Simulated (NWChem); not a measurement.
System: GaN$_{2}$H$_{5}$O; SMILES [OH][Ga]([NH2])[NH2]

The following NWChem deck was run.

```
start job
memory heap 200 mb stack 900 mb global 1100 mb
geometry units angstroms noautoz
  Ga     0.020776    -0.016544    -0.032936
  O      1.796745    -0.355703     0.020236
  H      2.317128     0.449554     0.188969
  N     -1.046277    -1.502252     0.078499
  H     -0.604093    -2.399577    -0.137337
  H     -1.986484    -1.474571    -0.322738
  N     -0.617483     1.706520     0.089951
  H     -1.600999     1.867510    -0.144652
  H     -0.050570     2.457883    -0.312094
end
basis spherical
  Ga library 3-21g
  O library 3-21g
  H library 3-21g
  N library 3-21g
end
dft
  xc pbe0
  iterations 150
  mulliken
end
task dft energy
```

All runs use the structure optimised with PBE-D3(BJ)/def2-SVP.

**Question.** Give the results of this calculation. (PBE0/3-21G.) Quantities: basis functions; energy (Ha); highest occupied level (eV); orbital gap (eV); dipole (D).

**Answer.** 
| Item | Value |
|---|---|
| number of basis functions | 59 |
| energy (Ha) | -2101.74 |
| highest occupied level (eV) | -6.16 |
| orbital gap (eV) | 6.34 |
| dipole (D) | 3.01 |
